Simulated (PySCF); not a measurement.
## From computed data to an observable: oscillator strength and radiative lifetime

C₄H₄ClF, SMILES CC(=C=CF)Cl.

Geometry: B3LYP-D3(BJ)/def2-SVP. This is a generated structure with no PubChem entry under its InChIKey; it may be hypothetical.

TDDFT-PBE0/def2-SVPD (PySCF 2.14.0) puts the first singlet state with f over 0.02 at 6.84 eV (vertical), with the transition dipole (0.710, -0.242, 0.120) in atomic units.

Problem. Find the oscillator strength, the wavelength and the radiative lifetime that this transition would have in vacuum if emission retraced absorption.

Solution. 
|μ|² = 0.5771 au, so |μ| = 1.93 D. ΔE = 6.84/27.211 = 0.2514 hartree. f = (2/3) ΔE |μ|² = 0.097 (the program prints 0.097).
λ = 1239.84/6.84 = 181 nm; ν = 55168 cm⁻¹.
Einstein's coefficient A = 0.6670 ν² f s⁻¹ (ν in cm⁻¹) = 2.0e8 s⁻¹, so τ = 1/A = 5.1 ns. This state is S4; the lower singlets have f = 0.001, 0.000, 0.012. The figure is the radiative limit of this one transition; relaxation, internal conversion, crossing to triplets and a medium change what is measured.
